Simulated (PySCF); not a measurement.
C4H8B2OSi.
Bonds: Si1–O2, O2–B3, B3–C4, C4–C5 (double), C5–B6, B6–C7, C7–C8 (double), B3–C8. Hydrogens: H9, H10, H11 on Si1; H12 on C4; H13 on C5; H14 on B6; H15 on C7; H16 on C8.

All values: PBE0/pcSseg-1 and PBE0/def2-SVPD (PySCF, non-relativistic), on one gas-phase PBE0-D3(BJ)/def2-SVP geometry that isn't relaxed in the solvent. The solvent is an IEF-PCM continuum (van der Waals radii × 1.2). Only the electrostatic response of the medium enters.

Gas phase at PBE0/pcSseg-1: HOMO -7.61 eV, LUMO -3.07 eV, dipole 1.64 D.

Task: What does the continuum do to the energy, the frontier levels and the dipole at PBE0/pcSseg-1 in benzene and dichloromethane?

Result: 
```tsv
solvent	ε	E(solvent) − E(gas) (kcal/mol)	polarisation term (kcal/mol)	distortion of the solute (kcal/mol)	HOMO (eV)	LUMO (eV)	dipole (D)
benzene	2.271	-0.82	-0.86	0.04	-7.61	-3.06	1.85
dichloromethane	8.93	-1.60	-1.74	0.14	-7.63	-3.08	2.03
```

The polarisation term is half the interaction of the solute with the surface charges that it induces; the rest is the cost of distorting the solute's density. The sum is the electrostatic part of solvation alone. From benzene to dichloromethane the lowering changes by a factor 1.95, Onsager's factor (ε − 1)/(2ε + 1) by 1.83 and ε itself by 3.9.

Task: Which radius a makes the point-dipole formula ΔE = −[(ε − 1)/(2ε + 1)]·μ²/a³ give the value in dichloromethane, with the gas-phase dipole?

Result: μ = 0.647 au and |ΔE| = 0.00255 Eh give a = 2.17 Å; the farthest nucleus lies 4.05 Å from the centroid of the nuclei, so such a sphere wouldn't even hold the nuclei. The formula assumes a rigid point dipole at the centre of a sphere.

Task: How do the nuclear quadrupole coupling constants eQVzz/h respond in benzene?

Result: 
```csv
nucleus,Q (barn),gas (MHz),solvent (MHz),η gas,η solvent
17O at O2,-0.0256,-5.75,-5.71,0.81,0.83
11B at B3,0.04059,4.12,4.12,0.42,0.41
11B at B6,0.04059,5.41,5.40,0.02,0.03
```

Gas phase at PBE0/def2-SVPD: HOMO -7.62 eV, LUMO -3.07 eV, dipole 1.49 D.

Task: What does the continuum do to the energy, the frontier levels and the dipole at PBE0/def2-SVPD in benzene?

Result: 
| solvent | ε | E(solvent) − E(gas) (kcal/mol) | polarisation term (kcal/mol) | distortion of the solute (kcal/mol) | HOMO (eV) | LUMO (eV) | dipole (D) |
| --- | --- | --- | --- | --- | --- | --- | --- |
| benzene | 2.271 | -0.73 | -0.77 | 0.04 | -7.62 | -3.06 | 1.68 |

Task: How does the static polarisability (PBE0/def2-SVPD, frozen core, with the continuum's full static response) change?

Result: 
```json
{"medium": "gas", "isotropic (au)": "103.6", "principal values (au)": "70.0, 96.9, 143.9", "⟨r²⟩ of the electrons (bohr²)": "1433.2"}
{"medium": "benzene", "isotropic (au)": "118.3", "principal values (au)": "79.3, 111.0, 164.6", "⟨r²⟩ of the electrons (bohr²)": "1433.1"}
```

The isotropic value in benzene is 1.14 times the gas-phase one; no cavity-field correction is applied. ⟨r²⟩ is taken about the centre of nuclear charge.

Shape of the structure used: `[SiH3:1][O:2][B:3]1[CH:4]=[CH:5][BH:6][CH:7]=[CH:8]1`: Si1–O2–B3–C4 179°.
